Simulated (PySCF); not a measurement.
BrH6SbSi2, SMILES [SiH3][Sb]([Br])[SiH3].

The structure is a stationary point at B3LYP-D3(BJ)/def2-SVP. The def2 effective core potentials stand for the cores of Sb; spin–orbit coupling is left out.

All values below come from TDDFT-PBE/def2-SVPD (PySCF 2.14.0).

Vertical excitations. Isolated molecule, no solvent. State labels are in the subgroup Cs.

Computed UV-visible absorptions:
```json
[
 {"state": "S1", "symmetry": "A'", "energy (eV)": "3.35", "λ (nm)": "370", "f": "0.005", "main pairs": "HOMO→LUMO 99 %"},
 {"state": "S2", "symmetry": "A\"", "energy (eV)": "3.64", "λ (nm)": "341", "f": "0.002", "main pairs": "HOMO−1→LUMO 100 %"},
 {"state": "S3", "symmetry": "A'", "energy (eV)": "4.56", "λ (nm)": "272", "f": "0.007", "main pairs": "HOMO−2→LUMO 97 %"},
 {"state": "S4", "symmetry": "A\"", "energy (eV)": "4.76", "λ (nm)": "261", "f": "0.003", "main pairs": "HOMO−3→LUMO 74 %, HOMO→LUMO+1 24 %"},
 {"state": "S5", "symmetry": "A\"", "energy (eV)": "4.84", "λ (nm)": "256", "f": "0.026", "main pairs": "HOMO→LUMO+1 60 %, HOMO−3→LUMO 24 %, HOMO−1→LUMO+2 12 %"},
 {"state": "S6", "symmetry": "A'", "energy (eV)": "4.87", "λ (nm)": "254", "f": "0.022", "main pairs": "HOMO→LUMO+2 81 %, HOMO−1→LUMO+1 17 %"},
 {"state": "S7", "symmetry": "A'", "energy (eV)": "5.14", "λ (nm)": "241", "f": "0.034", "main pairs": "HOMO−1→LUMO+1 73 %, HOMO→LUMO+2 13 %"},
 {"state": "S8", "symmetry": "A\"", "energy (eV)": "5.29", "λ (nm)": "234", "f": "0.079", "main pairs": "HOMO−1→LUMO+2 81 %"},
 {"state": "S9", "symmetry": "A'", "energy (eV)": "5.54", "λ (nm)": "224", "f": "0.006", "main pairs": "HOMO→LUMO+3 80 %"},
 {"state": "S10", "symmetry": "A\"", "energy (eV)": "5.60", "λ (nm)": "221", "f": "0.001", "main pairs": "HOMO−5→LUMO 97 %"},
 {"state": "T1", "symmetry": "A'", "energy (eV)": "2.84", "λ (nm)": "436", "f": "0", "main pairs": "HOMO→LUMO 100 %"},
 {"state": "T2", "symmetry": "A\"", "energy (eV)": "3.25", "λ (nm)": "381", "f": "0", "main pairs": "HOMO−1→LUMO 100 %"},
 {"state": "T3", "symmetry": "A'", "energy (eV)": "4.10", "λ (nm)": "303", "f": "0", "main pairs": "HOMO−2→LUMO 99 %"},
 {"state": "T4", "symmetry": "A\"", "energy (eV)": "4.25", "λ (nm)": "292", "f": "0", "main pairs": "HOMO→LUMO+1 93 %"}
]
```
Triplets are in the Tamm–Dancoff approximation, which puts them higher than full response would, so one can lie above its singlet here.
